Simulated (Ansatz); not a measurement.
System: sum formula H$_{6}$Si$_{2}$O$_{3}$, charge 0, multiplicity 1. SMILES: O[Si](O)(O)[SiH3]
Structure (B3LYP-D3(BJ)/def2-TZVP (Ansatz, a first-principles code) minimum search):
```
Si
O 1 1.6402
H 2 0.9625 1 118.19
O 1 1.6439 2 108.61 3 43.17
H 4 0.9611 1 117.08 2 -145.82
O 1 1.6525 2 113.50 3 -72.30
H 6 0.9606 1 118.39 2 -61.60
Si 1 2.3384 2 105.40 3 165.16
H 8 1.4817 1 111.44 2 -55.13
H 8 1.4843 9 108.77 1 120.92
H 8 1.4852 9 108.75 10 117.33
```

Wanted: atomisation energy (electronic, to ground-state atoms), in kJ/mol. Correlated levels leave the core frozen unless marked. Open shells are spin-unrestricted. Spin-orbit coupling is left out. Non-relativistic. The coupled-cluster limit lacks core correlation, which all-electron functionals hold. CBS marks a two-point X^-3 extrapolation of the correlation energy; Hartree-Fock from the larger set.

```json
[
 {"level": "r2SCAN/def2-TZVPD", "program": "Ansatz", "atomisation energy (kJ/mol)": "4000.0", "minus last row": "-45.8"},
 {"level": "PBE0-D3(BJ)/def2-TZVPD", "program": "Ansatz + dftd3", "atomisation energy (kJ/mol)": "3944.7", "minus last row": "-101.1"},
 {"level": "HSE06-D3(BJ)/def2-TZVPD", "program": "Ansatz + dftd3", "atomisation energy (kJ/mol)": "3945.1", "minus last row": "-100.7"},
 {"level": "CAM-B3LYP-D3(BJ)/def2-TZVPD", "program": "Ansatz + dftd3", "atomisation energy (kJ/mol)": "4016.5", "minus last row": "-29.3"},
 {"level": "LC-wPBE/def2-TZVPD", "program": "Ansatz", "atomisation energy (kJ/mol)": "3965.7", "minus last row": "-80.1"},
 {"level": "B2GP-PLYP-D3(BJ)/def2-TZVPD", "program": "Ansatz + dftd3", "atomisation energy (kJ/mol)": "3955.7", "minus last row": "-90.1"},
 {"level": "MP2/6-31G", "program": "Ansatz", "atomisation energy (kJ/mol)": "3013.9", "minus last row": "-1031.9"},
 {"level": "MP2/cc-pV(T+d)Z", "program": "Ansatz", "atomisation energy (kJ/mol)": "3983.0", "minus last row": "-62.8"},
 {"level": "MP2/CBS(cc-pV(T+d)Z,cc-pV(Q+d)Z)", "program": "Ansatz", "atomisation energy (kJ/mol)": "4123.0", "minus last row": "77.2"},
 {"level": "CCSD(T)/CBS(aug-cc-pV(T+d)Z,aug-cc-pV(Q+d)Z)", "program": "Ansatz", "atomisation energy (kJ/mol)": "4045.8", "minus last row": "0.0"}
]
```
